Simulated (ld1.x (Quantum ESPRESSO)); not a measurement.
## Configuration tests for silicon (TM semilocal)

| Quantity | Value |
| --- | --- |
| Element | Si |
| Generator | ld1.x (Quantum ESPRESSO) 7.5 |
| Type | norm-conserving Troullier–Martins (semilocal form) |
| Functional | LDA (PZ) |
| Relativity | scalar-relativistic |
| Frozen core | [Ne] |
| Valence charge | 4 |
| Reference configuration | 3s2 3p0 (charge +2) |
| Partial waves | 3p (bound, empty): rc 1.30 bohr; 3s (bound): rc 1.75 bohr |
| Local potential | the s channel |
| Core correction | a·sin(br)/r model core inside 0.60 bohr |

Energies are relative to the spin-unpolarised reference configuration 3s2 3p0; without spin polarisation the order of configurations can differ from experiment. Spin-polarised rows fill each open shell by Hund’s rule, majority spin first.

```json
{"valence configuration": "3s2 3p2", "charge": "0", "ΔE all-electron (eV)": "-23.943", "error AE − PS (meV)": "+25"}
{"valence configuration": "3s2 3p1", "charge": "+1", "ΔE all-electron (eV)": "-16.114", "error AE − PS (meV)": "+8.0"}
{"valence configuration": "3s1 3p0", "charge": "+3", "ΔE all-electron (eV)": "34.145", "error AE − PS (meV)": "+8.1"}
{"valence configuration": "3s2 3p1.5", "charge": "+0.5", "ΔE all-electron (eV)": "-20.978", "error AE − PS (meV)": "+16"}
{"valence configuration": "3s1 3p2", "charge": "+1", "ΔE all-electron (eV)": "-8.701", "error AE − PS (meV)": "+6.6"}
{"valence configuration": "3s2 3p2.3", "charge": "-0.3", "ΔE all-electron (eV)": "-24.900", "error AE − PS (meV)": "+29"}
{"valence configuration": "3s0 3p4", "charge": "0", "ΔE all-electron (eV)": "-10.164", "error AE − PS (meV)": "+20"}
{"valence configuration": "3s2 3p2 (spin-polarised)", "charge": "0", "ΔE all-electron (eV)": "-24.555", "error AE − PS (meV)": "+29"}
{"valence configuration": "3s2 3p1 (spin-polarised)", "charge": "+1", "ΔE all-electron (eV)": "-16.319", "error AE − PS (meV)": "+8.7"}
```

Levels in the configuration 3s2 3p1.5:

| level | all-electron (eV) | pseudo (eV) |
| --- | --- | --- |
| 3s | -14.795 | -14.815 |
| 3p | -7.764 | -7.781 |
